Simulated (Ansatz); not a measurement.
A run for Ansatz (a first-principles code): R-PBE0/def2-TZVPP on F6HSb. Elements past Kr take the def2 small-core potentials; no spin–orbit coupling.

Ansatz 0.2 input:
```yaml
crystal:
  periodic: [false, false, false]
  atoms:
    - {symbol: Sb, position_ang: [-0.14341067, -0.00000000, 0.54550316]}
    - {symbol: F, position_ang: [1.69072280, 0.00000000, 0.08421316]}
    - {symbol: F, position_ang: [-1.99006063, 0.00000000, 0.25528519]}
    - {symbol: F, position_ang: [-0.12960115, 1.85692054, 0.29452544]}
    - {symbol: F, position_ang: [-0.12960115, -1.85692054, 0.29452544]}
    - {symbol: F, position_ang: [-0.04215854, -0.00000000, 2.40199717]}
    - {symbol: F, position_ang: [-0.08324491, -0.00000000, -1.82758750]}
    - {symbol: H, position_ang: [0.82735425, 0.00000000, -2.04886205]}
basis:
  gaussian:
    orbitals: def2-TZVPP
hamiltonian:
  xc: {name: PBE0}
scf: {lower_state_search: off}
```

Program output:

```
WARN ansatz: RAYON_NUM_THREADS=4 ignored (pool sized by the plan → 4); use --threads N
Functional definition: PBE0
these checks for a lower state are left out or cut short: stability, starts, cluster_reference, orbital_swaps, neighbouring_geometries, increment
integrals: 0.19 GiB planned
1436 factors; their error is unknown
mean field: 1.69 GiB planned
mean field evaluation 1: about -22841.8772 eV, gradient 7.6e1 eV
mean field evaluation 2: about -22830.2454 eV, gradient 1.2e2 eV
mean field evaluation 4: about -22849.7562 eV, gradient 3.4e0 eV
mean field evaluation 8: about -22849.7693 eV, gradient 5.5e-2 eV
mean field evaluation 16: about -22849.9827 eV, gradient 2.8e-4 eV
mean field -22849.98273753 eV, -839.7213773295 hartree, gradient 2.7e-6 eV, S^2 0.000000; 0 other end points of the search recorded, 0 dependent functions left out
reference -22849.98276511 eV, -839.7213783431 hartree; 39, 39 occupied and 211, 211 virtual orbitals, 1436 factors
Total energy: -22849.98276511 eV, -839.7213783431 hartree
Checks for a lower state left out: stability, starts, cluster_reference, orbital_swaps, neighbouring_geometries, increment
```

Self-consistency was reached.

Cost: about 7 core-seconds (a rough figure).
